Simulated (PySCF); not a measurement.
Cost against size for one kind of job: PySCF, PBE0-D3(BJ)/def2-SVP geometry optimisation, gas phase; work: geometry optimisation from a GFN2-xTB start shaken at random. Hardware: one thread, Arm Neoverse V2 (aarch64) (shared host). The host was shared with other jobs, so the times are rough. Peak memory is the resident size of the whole Python process, interpreter and libraries included.

```csv
species (SMILES),atoms,electrons,basis functions,SCF cycles,gradient evaluations,wall time,peak memory
F[C@]12C=C[C@H]1C=C2,12,50,123,41,6,28 s,0.53 GiB
CC#CC1(F)C=C1,12,50,123,56,8,40 s,0.48 GiB
C=C[C](=C)[GeH3],13,64,128,53,8,56 s,0.54 GiB
C=C[Si@]1(N(C)C)CCCO1,25,86,219,127,18,?,?
C=C[C@H](C(=C)C)N(C)[SiH2]O,25,86,219,94,13,5.5 min,1.4 GiB
```

Problem. Estimate the withheld figures.

Solution. `C=C[Si@]1(N(C)C)CCCO1`: 9.2 min, 1.1 GiB.

Problem. Which species took longest, and how many times the shortest run?

Solution. `C=C[Si@]1(N(C)C)CCCO1`, at 9.2 min: about 20 times the shortest (28 s).
